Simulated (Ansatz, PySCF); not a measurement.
Spin gap between two states, R1 and P1; the higher of the two is an excited state, each structure at its B3LYP-D3(BJ)/def2-TZVP stationary point, reached from a drawn start (curvature not checked).
R1, SiH2 (SMILES [SiH2]) (charge 0, multiplicity 1):
```xyz
3

Si     0.0000    -0.7086     0.0000
H      1.0912     0.3543     0.0000
H     -1.0912     0.3543     0.0000
```
P1, SiH2 (SMILES [SiH2]) (charge 0, multiplicity 3):
```xyz
3

Si     0.00000    -0.50637     0.00000
H      1.27572     0.25319     0.00000
H     -1.27572     0.25319     0.00000
```

P less R. No zero-point or thermal terms; singlets are restricted closed shells; open shells are unrestricted.

Frozen-core correlation throughout. CBS(a, b) extrapolates the correlation energy as X⁻³ and adds the Hartree–Fock energy of set b.

Programs: Ansatz (a quantum-chemistry and plane-wave program) with Gaussian orbitals; PySCF for the D3/D4 terms. Each number belongs to the level named beside it.

Q: One of these levels gives 17.68 kcal/mol for the spin gap. Which?
(A) r2SCAN/def2-TZVPP
(B) MP2/CBS(cc-pV(T+d)Z, cc-pV(Q+d)Z)
(C) B3LYP-D4/def2-TZVPP
(D) HF/cc-pV(T+d)Z

A: B, MP2/CBS(cc-pV(T+d)Z, cc-pV(Q+d)Z). The others give 4.15 (HF/cc-pV(T+d)Z), 10.77 (r2SCAN/def2-TZVPP), 20.50 (B3LYP-D4/def2-TZVPP)
